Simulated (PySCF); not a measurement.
H₂FMgN, singlet, geometry from GFN2-xTB (such geometries of metal compounds can be far from the true shape).

PySCF was given this input:
```python
from pyscf import gto, scf, dft
from pyscf.prop import polarizability

mol = gto.M(
    atom='''
Mg    0.549796   -0.071411   -0.047097
F    -0.025955    1.293605   -0.909379
N    -0.572293   -1.218523    0.962480
H    -1.294945   -1.589824    0.352365
H    -1.062954   -0.666029    1.659855
''',
    basis='6-31g',
    charge=0,
    spin=0,
    verbose=4,
)

mf = dft.RKS(mol)
mf.xc = 'pbe0'
mf.kernel()
alpha = mf.Polarizability().polarizability()[2, 2]
print('alpha_zz =', alpha)
```

Task: What does this run give for the nuclear repulsion energy, dipole moment, total energy, polarisability along z, number of basis functions, HOMO energy?

Result: 
| Property | Value |
|---|---|
| nuclear repulsion energy | 82.9391 Eh |
| dipole moment | 3.21 D |
| total energy | -355.5964 Eh |
| polarisability along z | 20.5 bohr³ |
| number of basis functions | 35 |
| HOMO energy | -5.85 eV |
